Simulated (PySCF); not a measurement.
C₂H₄N (SMILES CC#[NH+]), charge +1, singlet, geometry from GFN2-xTB. Base run: PySCF with PBE/6-311G**.

Geometry (Å):
```xyz
7

C      0.0033     0.0013    -1.2376
C     -0.0004    -0.0002     0.1486
N     -0.0035    -0.0013     1.2969
H      0.0084     1.0301    -1.6135
H      0.8930    -0.5161    -1.6127
H     -0.8884    -0.5091    -1.6175
H     -0.0062    -0.0023     2.2991
```
Charge +1, spin multiplicity 1.
All else is at PySCF's defaults.

Each row names what was changed in the base input (with any setting that the change needs).

| change | E (Eh) | HOMO (eV) | HOMO-LUMO gap (eV) | core-seconds (rough) |
|---|---|---|---|---|
| base | -132.92808 | -15.77 | 7.84 | 5 |
| functional = tpssh | -133.10603 | -16.44 | 9.14 | 7 |
| functional = wb97m_v | -133.03639 | -19.49 | 15.09 | 200 |
| functional = b97-1 | -133.05734 | -16.92 | 10.03 | 4 |
| functional = b3lyp5 | -133.02069 | -16.87 | 9.90 | 4 |
| functional = bp86 | -133.09643 | -15.88 | 7.85 | 4 |
| functional = wb97x_v | -133.05303 | -19.66 | 15.31 | 100 |
| functional = camb3lyp | -133.02557 | -18.63 | 13.10 | 9 |
| functional = blyp | -133.05301 | -15.65 | 7.82 | 4 |
| functional = m06 | -133.00016 | -17.27 | 10.46 | 6 |
| functional = pbe0; dispersion = d3bjm | -132.93867 | -17.22 | 10.45 | 4 |
| functional = b3lyp; dispersion = d3bjm | -133.10867 | -16.97 | 9.90 | 4 |
| functional = tpss | -133.12229 | -15.87 | 8.12 | 7 |

Totals shift with the method and basis; they matter in differences.
